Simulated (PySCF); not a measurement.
## Bi²⁺ (bismuth, charge +2) across methods

[Xe] 4f14 5d10 6s2 6p1, 2P determinant. All numbers are calculated (PySCF 2.14, a scalar-relativistic core potential, in def2-TZVPPD with the def2 core potential (60 electrons) (7s5p4d2f, 56 functions)).

```csv
method,E (hartree),mean ε 6s α (eV),mean ε 6s β (eV),mean ε 6p α (eV),Σ⟨r²⟩ (bohr²),⟨S²⟩
MN15,-213.2898,-33.610,-32.615,-21.391,42.67,0.752
PBE0,-213.7186,-32.260,-31.235,-20.694,42.66,0.752
B97-3,-213.7685,-32.169,-31.215,-20.554,42.64,0.751
UHF,-212.72942,-35.200,-33.041,-23.314,43.05,0.756
PBE,-213.7429,-30.921,-30.238,-19.585,42.69,0.751
HSE06,-213.7153,-31.827,-30.862,-20.269,42.69,0.751
LDA,-213.4151,-31.305,-30.725,-19.718,42.72,0.750
LC-wPBE,-213.7472,-35.251,-33.940,-23.403,42.53,0.753
```

(1) Estimate the same row for r2SCAN.

Energies and moments cover only the electrons outside the core potential. Spin-orbit coupling, absent here, splits the open shell strongly.

## Answers

(1) E (hartree) = -213.8108; mean ε 6s α (eV) = -31.284; mean ε 6s β (eV) = -30.374; mean ε 6p α (eV) = -19.931; Σ⟨r²⟩ (bohr²) = 42.55; ⟨S²⟩ = 0.753.
